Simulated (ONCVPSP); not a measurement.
# strontium: ONCV pseudisation with PBE, scalar-relativistic reference atom.

The input file (ONCVPSP 4.0.1):

```
# ATOM AND REFERENCE CONFIGURATION
# atsym  z   nc   nv     iexc    psfile
  Sr 38.00    6    3        4      upf
#
#   n    l    f
    1    0    2.00
    2    0    2.00
    2    1    6.00
    3    0    2.00
    3    1    6.00
    3    2   10.00
    4    0    2.00
    4    1    6.00
    5    0    2.00
#
# PSEUDOPOTENTIAL AND OPTIMIZATION
# lmax
    2
#
#   l,   rc,      ep,       ncon, nbas, qcut
    0    2.25    0.00    5   10    6.80
    1    1.85    0.00    5   10    7.10
    2    2.25    0.11    5    9    4.70
#
# LOCAL POTENTIAL
# lloc, lpopt,  rc(5),   dvloc0
    4    1    1.80   -1.00
#
# VANDERBILT-KLEINMAN-BYLANDER PROJECTORs
# l, nproj, debl
    0    2    2.10
    1    2    2.60
    2    2    0.40
#
# MODEL CORE CHARGE
# icmod, fcfact, rcfact
    3    3.00    1.35
#
# LOG DERIVATIVE ANALYSIS
# epsh1, epsh2, depsh
   -3.00    5.00    0.02
#
# OUTPUT GRID
# rlmax, drl
    6.00    0.01
#
# TEST CONFIGURATIONS
# ncnf
    4
# nvcnf
#   n    l    f
    3
    4    0    2.00
    4    1    6.00
    5    0    1.00
#
    3
    4    0    2.00
    4    1    6.00
    5    0    0.00
#
    3
    4    0    2.00
    4    1    6.00
    5    0    1.50
#
    4
    4    0    2.00
    4    1    6.00
    5    0    0.00
    5    1    1.00
#
```

Command:

```bash
oncvpsp.x < Sr.dat > Sr.out
```

Output (shortened: citation, most of the input echo, consistency checks and plot data are left out):

```
ONCVPSP  (Optimized Norm-Conservinng Vanderbilt PSeudopotential)
scalar-relativistic version 4.0.1

#   n    l    f        energy (Ha)
    1    0    2.00    -5.8568928E+02
    2    0    2.00    -7.9306058E+01
    2    1    6.00    -7.0466507E+01
    3    0    2.00    -1.2266173E+01
    3    1    6.00    -9.4134686E+00
    3    2   10.00    -4.7044724E+00
    4    0    2.00    -1.5030625E+00
    4    1    6.00    -8.3869822E-01
    5    0    2.00    -1.2958662E-01

Reference configufation results
  iterations    20
  all-electron total energy (Ha)   -3.17949285D+03

Begin loop to  construct optimized pseudo wave functions
and semi-local pseudopoentials for all angular momenta

Calculating optimized projector #   1

 for l=   0

    Fraction of norm inside rc  0.953131
    Optimizing pswf for qcut=   6.80 a_B^-1,  ecut=  23.13 Ha
    Residual kinetic energy error=  1.00D-07 Ha

    Energy error per electron        Cutoff
         Ha          eV             Ha
         0.01000     0.27211       10.40
         0.00100     0.02721       14.05
         0.00010     0.00272       16.95
         0.00001     0.00027       19.21

Calculating optimized projector #   2

 for l=   0

    Fraction of norm inside rc  0.056392
    Optimizing pswf for qcut=   6.80 a_B^-1,  ecut=  23.13 Ha
    Residual kinetic energy error=  2.67D-08 Ha

    Energy error per electron        Cutoff
         Ha          eV             Ha
         0.01000     0.27211        6.42
         0.00100     0.02721       11.75
         0.00010     0.00272       15.50
         0.00001     0.00027       18.35

   Wellstate for l =  1  n =  6
     eigenvalue =   1.7613
     asymptotic potential =   2.2613
     half-point radius =  3.7583

Calculating optimized projector #   1

 for l=   1

    Fraction of norm inside rc  0.729575
    Optimizing pswf for qcut=   7.09 a_B^-1,  ecut=  25.13 Ha
    Residual kinetic energy error=  7.33D-06 Ha

    Energy error per electron        Cutoff
         Ha          eV             Ha
         0.01000     0.27211        8.15
         0.00100     0.02721       16.81
         0.00010     0.00272       21.05
         0.00001     0.00027       24.46

Calculating optimized projector #   2

 for l=   1

    Fraction of norm inside rc  0.098944
    Optimizing pswf for qcut=   7.09 a_B^-1,  ecut=  25.13 Ha
    Residual kinetic energy error=  1.79D-05 Ha

    Energy error per electron        Cutoff
         Ha          eV             Ha
         0.01000     0.27211        7.24
         0.00100     0.02721       17.99
         0.00010     0.00272       22.30
         0.00001     0.00027       27.80

WARNING wellstate: moderately localized bound state found for n= 4 l=  2
WARNING scattering state with energy  0.05000000
WARNING will be used for the first projector

   Wellstate for l =  2  n =  5
     eigenvalue =   0.0500
     asymptotic potential =   0.5500
     half-point radius = 25.8232

   Wellstate for l =  2  n =  5
     eigenvalue =   0.4500
     asymptotic potential =   0.9500
     half-point radius =  5.6354

Calculating optimized projector #   1

 for l=   2

    Fraction of norm inside rc  0.071815
    Optimizing pswf for qcut=   4.71 a_B^-1,  ecut=  11.08 Ha
    Residual kinetic energy error=  6.11D-05 Ha

    Energy error per electron        Cutoff
         Ha          eV             Ha
         0.01000     0.27211        4.67
         0.00100     0.02721        7.82
         0.00010     0.00272       10.61
         0.00001     0.00027       28.77

Calculating optimized projector #   2

 for l=   2

    Fraction of norm inside rc  0.227450
    Optimizing pswf for qcut=   4.71 a_B^-1,  ecut=  11.08 Ha
    Residual kinetic energy error=  4.15D-04 Ha

    Energy error per electron        Cutoff
         Ha          eV             Ha
         0.01000     0.27211        7.31
         0.00100     0.02721       10.15
         0.00010     0.00272       13.25
         0.00001     0.00027       29.98

Construct Vanderbilt / Kleinmman-Bylander projectors

B matrix Hermiticity error, ll=   0
   1   2    7.4067E-05

  Orthonormal projector coefficients  6.5113E+00  5.7995E-01

B matrix Hermiticity error, ll=   1
   1   2   -2.1733E-04

  Orthonormal projector coefficients -6.0449E+01  1.3642E+00

B matrix Hermiticity error, ll=   2
   1   2   -8.3567E-06

  Orthonormal projector coefficients  1.2512E+01 -2.0945E+00

Model core correction analysis
  based on d2Exc/dn_idn_j

d2excae - all-electron derivatives

   -3.288321D-02   -2.872908D-02   -1.928175D-03
   -2.872916D-02   -2.781512D-02   -2.876038D-03
   -1.927586D-03   -2.875022D-03   -2.721334D-02

d2excps - pseudofunction derivatives with no core correction

   -3.862159D-02   -3.153782D-02   -2.505432D-03
   -3.153878D-02   -2.961206D-02   -3.171472D-03
   -2.505014D-03   -3.170485D-03   -2.726280D-02

rms 2nd derivative error    2.421769E-03

rmatch, rhocmatch    0.9324    5.0560

Teter function model core charge with specified parameters

d2excps - pseudofunction derivatives with core correction

   -3.183461D-02   -2.812474D-02   -1.937469D-03
   -2.812478D-02   -2.770311D-02   -2.879587D-03
   -1.936892D-03   -2.878574D-03   -2.721661D-02

rms 2nd derivative error    4.525029E-04

Pseudoatom total energy  -30.917086

Diagnostic tests using Vanderbilt-Kleinman-Bylander pseudopotentials
  1 or more projectors used as specified by nproj input data

   l    rcore       rmatch      e in        delta e   norm test  slope test

   0   2.2600475   2.3286674  -1.5030625   0.0000019   1.0000769   1.0000717
   0   2.2600475   2.3286674  -0.1295866   0.0000011   1.0000209   1.0000153

   1   1.8551721   1.9114991  -0.8386982   0.0000518   0.9996076   0.9996955
   1   1.8551721   1.9114991   1.7613018   0.0002929   1.0016322   1.0016322

   2   2.2600475   2.3286674   0.0500000   0.0000007   1.0000758   1.0000758
   2   2.2600475   2.3286674   0.4500000   0.0000013   1.0000759   1.0000759

 Testing for bound ghosts
   n   l    E NL Schr. Eq   E Basis Diag.   E Cutoff

   1   0       -1.503061       -1.503060     88.00
   2   0       -0.129586       -0.097523     88.00

       1                      -47.744183    145.31  WARNING - GHOST(-)
   2   1       -0.838646       -0.838482    145.31

   3   2       -0.047090       -0.031154     86.67

 Testing for highly-localized positive-energy ghosts
       l    <radius>/rc     E Basis Diag.   E Cutoff

Test configuration 0

   n   l     f        eae           eps        diff
   1   0  2.0000 -585.68928267
   2   0  2.0000  -79.30605834
   2   1  6.0000  -70.46650741
   3   0  2.0000  -12.26617313
   3   1  6.0000   -9.41346860
   3   2 10.0000   -4.70447241
   4   0  2.0000   -1.50306254   -1.50306067    1.87D-06
   4   1  6.0000   -0.83869822   -0.83864639    5.18D-05
   5   0  2.0000   -0.12958662   -0.12958556    1.06D-06

    Total energies and differences
      AE_ref= -3.17949285D+03  AE_tst= -3.17949285D+03  dif=  0.00D+00
      PS_ref= -3.09170861D+01  PS_tst= -3.09170861D+01  dif= -1.42D-14
      PSP excitation error=  1.42D-14

Test configuration 1

   n   l     f        eae           eps        diff
   1   0  2.0000 -585.92572356
   2   0  2.0000  -79.54203432
   2   1  6.0000  -70.70250960
   3   0  2.0000  -12.50169746
   3   1  6.0000   -9.64896397
   3   2 10.0000   -4.93992021
   4   0  2.0000   -1.73573789   -1.73589050   -1.53D-04
   4   1  6.0000   -1.06992142   -1.06988507    3.64D-05
   5   0  1.0000   -0.30679261   -0.30680336   -1.07D-05

    Total energies and differences
      AE_ref= -3.17949285D+03  AE_tst= -3.17927657D+03  dif=  2.16D-01
      PS_ref= -3.09170861D+01  PS_tst= -3.07007858D+01  dif=  2.16D-01
      PSP excitation error= -1.92D-05

Test configuration 2

   n   l     f        eae           eps        diff
   1   0  2.0000 -586.20863026
   2   0  2.0000  -79.82407011
   2   1  6.0000  -70.98458850
   3   0  2.0000  -12.78288192
   3   1  6.0000   -9.93009147
   3   2 10.0000   -5.22095918
   4   0  2.0000   -2.01109303   -2.01156177   -4.69D-04
   4   1  6.0000   -1.34197043   -1.34198488   -1.44D-05

    Total energies and differences
      AE_ref= -3.17949285D+03  AE_tst= -3.17887211D+03  dif=  6.21D-01
      PS_ref= -3.09170861D+01  PS_tst= -3.02962602D+01  dif=  6.21D-01
      PSP excitation error= -7.97D-05

Test configuration 3

   n   l     f        eae           eps        diff
   1   0  2.0000 -585.80116947
   2   0  2.0000  -79.41776390
   2   1  6.0000  -70.57822329
   3   0  2.0000  -12.37770295
   3   1  6.0000   -9.52498716
   3   2 10.0000   -4.81597225
   4   0  2.0000   -1.61349421   -1.61355154   -5.73D-05
   4   1  6.0000   -0.94857998   -0.94853283    4.72D-05
   5   0  1.5000   -0.21536477   -0.21536661   -1.84D-06

    Total energies and differences
      AE_ref= -3.17949285D+03  AE_tst= -3.17940689D+03  dif=  8.60D-02
      PS_ref= -3.09170861D+01  PS_tst= -3.08311175D+01  dif=  8.60D-02
      PSP excitation error= -6.54D-06

Test configuration 4

   n   l     f        eae           eps        diff
   1   0  2.0000 -585.97263331
   2   0  2.0000  -79.58901809
   2   1  6.0000  -70.74941436
   3   0  2.0000  -12.54874537
   3   1  6.0000   -9.69598014
   3   2 10.0000   -4.98690791
   4   0  2.0000   -1.78141308   -1.78187945   -4.66D-04
   4   1  6.0000   -1.11421600   -1.11434667   -1.31D-04
   5   1  1.0000   -0.22229260   -0.22221607    7.65D-05

    Total energies and differences
      AE_ref= -3.17949285D+03  AE_tst= -3.17916864D+03  dif=  3.24D-01
      PS_ref= -3.09170861D+01  PS_tst= -3.05926899D+01  dif=  3.24D-01
      PSP excitation error= -1.83D-04
```

Note: ghosts flagged at negative energy: p at -1299.2 eV; no localised positive-energy state flagged. A true bound ghost makes a file unfit for plane-wave use.

The run took about 5.4 s on one core of a shared server CPU.
